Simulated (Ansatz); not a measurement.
A nudged elastic band was laid between two geometries of CH$_{3}$BFO (7 atoms, charge 0, multiplicity 2).

The calculation used UKS PBE-D4/6-31G* (Ansatz).

| Item | Value |
| --- | --- |
| movable images | 5 |
| climbing image | yes |
| spring | 5.0 eV/Å² |
| optimiser | quadratic models (default) |
| start path | through a guess of the saddle point |
| force threshold | 0.05 eV/Å |
| iteration limit | 60 |
| end points | relaxed |

First end point:

```xyz
7
Properties=species:S:1:pos:R:3
C -0.882 0.872 -0.067
O -0.445 -0.386 -0.359
B 0.761 -0.874 0.071
F 1.051 -2.133 -0.259
H -1.797 1.175 -0.572
H -0.222 1.559 0.469
H 1.535 -0.213 0.717
```

Last end point:

```xyz
7
Properties=species:S:1:pos:R:3
C -0.975 0.722 -0.194
O 0.348 0.610 0.117
B 1.012 -0.586 0.209
F 0.365 -1.740 -0.011
H -1.360 1.739 -0.230
H -1.568 -0.173 -0.383
H 2.177 -0.573 0.492
```

Task: Which bonds break or form, and what moves?

Result: No bond is made or broken. The dihedral C1–O2–B3–F4 goes from 178 to 0°.

Task: What energy profile does the band end with?

Result: The forces met the threshold. The highest image is number 3 of 0 to 6, 0.42 eV above the first end and 0.44 eV above the last; the last end lies 0.02 eV below the first. A vibrational analysis at the climbing image gives one clearly imaginary mode, 265i cm⁻¹: a first-order saddle point.

```csv
image,path coordinate (Å),energy (eV),dihedral C1–O2–B3–F4 (°)
0,0.00,0.00,178
1,0.61,0.04,-171
2,1.22,0.16,-150
3,1.83,0.42,-88
4,2.54,0.18,-29
5,3.25,0.03,-9
6,3.96,-0.02,0
```

Task: What is the geometry of the highest image?

Result: 
```xyz
7
Properties=species:S:1:pos:R:3
C -0.874 0.911 -0.356
O -0.422 -0.282 0.124
B 0.778 -0.912 0.259
F 1.242 -1.663 -0.743
H -1.947 1.062 -0.231
H -0.178 1.755 -0.343
H 1.402 -0.871 1.289
```

Task: What are the harmonic wavenumbers there?

Result: 265i, 141, 187, 486, 566, 888, 963, 1093, 1155, 1285, 1447, 1480, 2621, 3087, 3225 cm⁻¹.

Run time: 3.4 min on 1 thread of Arm Neoverse V1, on a shared host, peak memory 0.13 GiB.
